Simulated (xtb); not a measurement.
Ge(Cl)(SH)3 (ClGeH3S3), SMILES [SH][Ge]([SH])([SH])[Cl]. All values are semi-empirical tight-binding results from xtb (GFN2-xTB unless named), good for trends rather than for accurate numbers. Coordinates come from a GFN2-xTB optimisation. This is a generated structure with no PubChem entry under its InChIKey; it may be hypothetical. Other conformers were not sampled.

Optimised geometry:

```xyz
8

S     -0.8397    -0.4113    -2.0706
Ge    -0.0167     0.0200    -0.0148
S     -0.1468    -1.8707     1.2409
S      2.1188     0.7840    -0.0674
Cl    -1.1689     1.5661     0.8791
H     -0.4413    -1.6789    -2.0566
H      0.1037    -1.2262     2.3710
H      2.6264    -0.3888    -0.4321
```

For metal compounds this method's bond lengths and energies can be far off.

The orbital gap comes out as 2.87 eV and the zero-point energy comes out as 16.5 kcal/mol. The G − E(el) at 298.15 K (modified RRHO) comes out as -7.1 kcal/mol.

Give the atomic charges and the Wiberg bond orders between heavy atoms. (Estimate from the structure and the level; the computed values follow.)

charges (e) S1 -0.25, Ge2 0.35, S3 -0.27, S4 -0.26, Cl5 -0.13, H6 0.19, H7 0.18, H8 0.19. Bond orders S1–Ge2 0.88, Ge2–S3 0.85, Ge2–S4 0.85, Ge2–Cl5 1.12.
